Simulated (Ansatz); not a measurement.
Molecule: C3H2F3, net charge 0, doublet state. It need not be the lowest isomer of its formula. 
Geometry from a B3LYP-D3(BJ)/def2-TZVP (Ansatz, an electronic-structure program) optimisation:
```
C
F 1 1.3512
C 1 1.3664 2 119.41
H 3 1.0780 1 120.36 2 -180.00
H 3 1.0784 4 119.87 1 180.00
C 1 1.3803 2 113.96 3 -180.00
F 6 1.3140 1 124.42 2 0.00
F 6 1.3187 7 112.94 1 180.00
```
Charge 0, spin multiplicity 2.

Parts of the frozen-core correlation energy in cc-pVDZ (Ansatz, hartree). Frozen orbitals: 6; correlated occupied orbitals by spin: 18 and 17; virtual: 70 and 71. Open shells are spin-unrestricted. Spin-orbit coupling is left out. No relativistic terms.

| term | value |
|---|---|
| reference (HF) | -413.03471 |
| MP2 opposite-spin | (withheld) |
| MP2 same-spin | -0.24578 |
| CCSD correlation | (withheld) |
| (T) | (withheld) |
| T1 diagnostic | 0.023 |
| largest doubles amplitude | 0.099 |
| <S^2> of the reference | 0.944 |

### Question
Complete the blanks.

### Answer

- MP2 opposite-spin, value: -0.65919
- CCSD correlation, value: -0.94617
- (T), value: -0.02431
